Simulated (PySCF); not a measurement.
Ga(Me)(Cl) (CH3ClGa), SMILES [Cl][Ga][CH3], multiplicity 2. Atoms are numbered in the order given.

```xyz
6

Ga     0.4931    -0.3598     0.0000
C     -0.8992    -1.8386     0.0000
H     -1.5081    -1.6940    -0.8929
H     -1.5081    -1.6940     0.8929
H     -0.4347    -2.8209     0.0000
Cl    -0.3788     1.6702     0.0000
```
Charge 0, spin multiplicity 2.

Geometry optimised at B3LYP-D3(BJ)/def2-TZVP. The spin state was assumed, not searched. The isomer is the one that the SMILES or the coordinates give; other isomers of the formula were not compared.

Computed with PBE0/def2-TZVPD (PySCF).

Mulliken values depend strongly on the basis, most of all with diffuse functions as here. ESP charges are fitted to the potential on shells at 1.4 to 2.0 van der Waals radii. Atomic charges (e):

| atom | meta-Löwdin | Mulliken | ESP fit | Mulliken spin |
|---|---|---|---|---|
| Ga1 | 0.45 | 0.42 | ___ | 0.70 |
| C2 | -0.54 | -0.74 | ___ | 0.25 |
| H3 | 0.14 | 0.20 | ___ | 0.01 |
| H4 | 0.14 | 0.20 | ___ | 0.01 |
| H5 | 0.14 | 0.28 | ___ | -0.03 |
| Cl6 | -0.33 | -0.36 | ___ | 0.07 |

**Question.** Complete the blanks. (The exact figures need the calculation; the answer reports its results.)

**Answer.** 
- Ga1, ESP fit: 0.26
- C2, ESP fit: -0.18
- H3, ESP fit: 0.08
- H4, ESP fit: 0.08
- H5, ESP fit: 0.04
- Cl6, ESP fit: -0.28
